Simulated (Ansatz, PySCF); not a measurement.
Dissociation curve of SMILES CI, singlet. The C1–I5 bond (C1 also carries H, H, H; I5 carries nothing else) is pulled apart rigidly from the PBE0/def2-TZVP, def2 effective core potentials past Kr optimised geometry.

Levels: UHF/def2-SVP, def2 effective core potentials past Kr (PySCF); RHF/def2-SVP, def2 effective core potentials past Kr (PySCF); UKS-LDA (SVWN5) = unrestricted LDA (SVWN5)/def2-SVP, def2 effective core potentials past Kr in PySCF; RKS-LDA (SVWN5) = PySCF with restricted LDA (SVWN5)/def2-SVP, def2 effective core potentials past Kr; UKS-TPSSh = unrestricted TPSSh/def2-SVP, def2 effective core potentials past Kr in PySCF; RKS-TPSSh = restricted TPSSh/def2-SVP, def2 effective core potentials past Kr (PySCF); UKS-PBE0 = PySCF with unrestricted PBE0/def2-SVP, def2 effective core potentials past Kr; RKS-PBE0 = restricted PBE0/def2-SVP, def2 effective core potentials past Kr (PySCF); UKS-PBE = unrestricted PBE/def2-SVP, def2 effective core potentials past Kr (Ansatz, a first-principles code); RKS-PBE = restricted PBE/def2-SVP, def2 effective core potentials past Kr in Ansatz; UKS-B3LYP/LANL2DZ = PySCF 2.14.0 with unrestricted B3LYP/LANL2DZ, with its core potentials past Ne; RKS-B3LYP/LANL2DZ = restricted B3LYP/LANL2DZ, with its core potentials past Ne run with PySCF 2.14.0.

Scanned distances (Å): 1.59, 1.72, 1.79, 1.91, 2.01, 2.04, 2.13, 2.18, 2.24, 2.32, 2.48, 2.66, 2.84, 3.16, 3.53, 3.87, 4.26, 4.71, 5.20, 5.80, 6.34, 7.48.

**Question.** Where does the unrestricted solution first break spin symmetry (<S²> of 0.01 or more)?

**Answer.** UHF: between 2.32 and 2.48 Å; UKS-LDA (SVWN5): between 3.16 and 3.53 Å; UKS-TPSSh: between 2.84 and 3.16 Å; UKS-PBE0: between 2.84 and 3.16 Å; UKS-PBE: between 3.16 and 3.53 Å; UKS-B3LYP/LANL2DZ: between 2.84 and 3.16 Å.

| R / Å | <S²> UHF | E(RHF) − E(UHF) / kJ/mol | <S²> UKS-LDA (SVWN5) | E(RKS-LDA (SVWN5)) − E(UKS-LDA (SVWN5)) / kJ/mol | <S²> UKS-TPSSh | E(RKS-TPSSh) − E(UKS-TPSSh) / kJ/mol | <S²> UKS-PBE0 | E(RKS-PBE0) − E(UKS-PBE0) / kJ/mol | <S²> UKS-PBE | E(RKS-PBE) − E(UKS-PBE) / kJ/mol | <S²> UKS-B3LYP/LANL2DZ | E(RKS-B3LYP/LANL2DZ) − E(UKS-B3LYP/LANL2DZ) / kJ/mol |
|---|---|---|---|---|---|---|---|---|---|---|---|---|
| 1.59 | 0.00 | 0.0 | 0.00 | 0.0 | 0.00 | 0.0 | 0.00 | 0.0 | 0.00 | 0.0 | 0.00 | 0.0 |
| 1.72 | 0.00 | 0.0 | 0.00 | 0.0 | 0.00 | 0.0 | 0.00 | 0.0 | 0.00 | 0.0 | 0.00 | 0.0 |
| 1.79 | 0.00 | 0.0 | 0.00 | 0.0 | 0.00 | 0.0 | 0.00 | 0.0 | 0.00 | 0.0 | 0.00 | 0.0 |
| 1.91 | 0.00 | 0.0 | 0.00 | 0.0 | 0.00 | 0.0 | 0.00 | 0.0 | 0.00 | 0.0 | 0.00 | 0.0 |
| 2.01 | 0.00 | 0.0 | 0.00 | 0.0 | 0.00 | 0.0 | 0.00 | 0.0 | 0.00 | 0.0 | 0.00 | 0.0 |
| 2.04 | 0.00 | 0.0 | 0.00 | 0.0 | 0.00 | 0.0 | 0.00 | 0.0 | 0.00 | 0.0 | 0.00 | 0.0 |
| 2.13 | 0.00 | 0.0 | 0.00 | 0.0 | 0.00 | 0.0 | 0.00 | 0.0 | 0.00 | 0.0 | 0.00 | 0.0 |
| 2.18 | 0.00 | 0.0 | 0.00 | 0.0 | 0.00 | 0.0 | 0.00 | 0.0 | 0.00 | 0.0 | 0.00 | 0.0 |
| 2.24 | 0.00 | 0.0 | 0.00 | 0.0 | 0.00 | 0.0 | 0.00 | 0.0 | 0.00 | 0.0 | 0.00 | 0.0 |
| 2.32 | 0.00 | 0.0 | 0.00 | 0.0 | 0.00 | 0.0 | 0.00 | 0.0 | 0.00 | 0.0 | 0.00 | 0.0 |
| 2.48 | 0.03 | 0.1 | 0.00 | 0.0 | 0.00 | 0.0 | 0.00 | 0.0 | 0.00 | 0.0 | 0.00 | 0.0 |
| 2.66 | 0.41 | 15.0 | 0.00 | 0.0 | 0.00 | 0.0 | 0.00 | 0.0 | 0.00 | 0.0 | 0.00 | 0.0 |
| 2.84 | 0.65 | 46.1 | 0.00 | 0.0 | 0.00 | 0.0 | 0.00 | 0.0 | 0.00 | 0.0 | 0.00 | 0.0 |
| 3.16 | 0.86 | 114.6 | 0.00 | 0.0 | 0.34 | 5.4 | 0.46 | 12.4 | 0.00 | 0.0 | 0.34 | 5.7 |
| 3.53 | 0.96 | 192.2 | 0.19 | 0.9 | 0.70 | 32.5 | 0.76 | 48.2 | 0.52 | 10.9 | 0.69 | 33.1 |
| 3.87 | 0.99 | 253.4 | 0.59 | — | 0.84 | 59.7 | 0.89 | 81.0 | 0.74 | 29.7 | 0.84 | 60.1 |
| 4.26 | 1.01 | 310.3 | 0.77 | — | 0.92 | 84.9 | 0.96 | 111.6 | 0.84 | 48.2 | 0.92 | 85.6 |
| 4.71 | 1.01 | 359.8 | 0.85 | — | 0.97 | 104.8 | 0.99 | 136.9 | 0.90 | 63.0 | 0.97 | 107.0 |
| 5.20 | 1.01 | 397.6 | 0.89 | — | 0.99 | 118.1 | 1.00 | 154.7 | 0.93 | 72.6 | 0.99 | 122.5 |
| 5.80 | 1.01 | 427.7 | 0.91 | — | 1.00 | 127.3 | 1.00 | 167.5 | 0.95 | 78.9 | 1.00 | 133.9 |
| 6.34 | 1.01 | 445.3 | 0.92 | — | 1.00 | 131.8 | 1.00 | 174.1 | 0.95 | 81.5 | 1.00 | 140.0 |
| 7.48 | 1.01 | 468.6 | 0.92 | — | 1.01 | — | 1.00 | 181.1 | 0.96 | 83.0 | 1.00 | 146.5 |

A dash means that the run gave no value there, or that the column was ended at a point which the program doubted or which failed a test of continuity chosen for this set; such a test can also cut sound points.
